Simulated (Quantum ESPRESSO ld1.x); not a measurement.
The caesium ion Cs4+, 51 electrons, occupied as [Kr] 4d10 5s2 5p3. All-electron calculation, Dirac Kohn-Sham, PBEsol, spin-unpolarised, spherical densities, point nucleus; open shells fill j = l - 1/2 first. Program: ld1.x of Quantum ESPRESSO 7.5.

Spin-orbit splittings of the eigenvalues, e(l+1/2) - e(l-1/2), with zeta = 2 splitting/(2l+1) and mean radii in bohr:

| shell | occ. | splitting (eV) | zeta (eV) | <r> j=l-1/2 | <r> j=l+1/2 |
|---|---|---|---|---|---|
| 2p | 6 | 352.0 | 234.7 | 0.09405 | 0.09994 |
| 3p | 6 | 67.46 | 44.98 | 0.2888 | 0.3006 |
| 3d | 10 | 14.33 | 5.732 | 0.2714 | 0.2751 |
| 4p | 6 | 13.84 | 9.228 | 0.7197 | 0.7472 |
| 4d | 10 | 2.310 | 0.9241 | 0.8264 | 0.8364 |
| 4f | 0 | ? | ? | 1.372 | 1.382 |
| 5p | 3 | 2.180 | 1.453 | 1.811 | 1.873 |
| 5d | 0 | 0.2800 | 0.1120 | 2.398 | 2.419 |
| 6p | 0 | 0.6027 | 0.4018 | 3.761 | 3.855 |

Estimate the 4f splitting.

Answer. 0.1596 eV (zeta = 0.04561 eV).
